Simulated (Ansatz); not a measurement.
Ag₄Se⁻, relaxed as a doublet with UKS PBE-D4/def2-SVPD in Ansatz, starting from the GFN1-xTB geometry. Force threshold 0.02 eV/Å.

In the def2 sets Ag takes a core potential; there is no spin–orbit coupling. The structure comes from a short search, and lower isomers may exist.

Start:

```csv
atom,x (Å),y (Å),z (Å)
Ag1,1.774,-0.925,-0.275
Ag2,-2.233,1.535,-0.754
Ag3,0.052,0.533,-1.828
Ag4,-0.620,0.097,0.813
Se5,1.028,-1.240,2.044
```

Task: Estimate the energy that the relaxation releases and the steps that it takes.

Result: 0.03 eV, in 3 steps; 21 s on 4 threads of Arm Neoverse N1 on a shared host. No frequencies were taken in this run, so the end may be a saddle point.

Task: Does the start keep its bonding and symmetry?

Result: By distances, no bond broke or formed. The bond that changes most is Ag1–Se5, from 2.46 to 2.51 Å (atoms count from 1). Point group Cs at the start, Cs at the end, both within 0.05 Å.

Task: Predict the relaxed structure.

Result: 
```tsv
atom	x (Å)	y (Å)	z (Å)
Ag1	1.8033	-0.9378	-0.3001
Ag2	-2.2667	1.5609	-0.7829
Ag3	0.0587	0.5334	-1.8308
Ag4	-0.6473	0.1059	0.8409
Se5	1.0519	-1.2624	2.0729
```
Bond lengths (bridged metal pairs left out): 4 × Ag–Ag 2.72 to 2.80 Å; 2 × Ag–Se 2.51 Å.
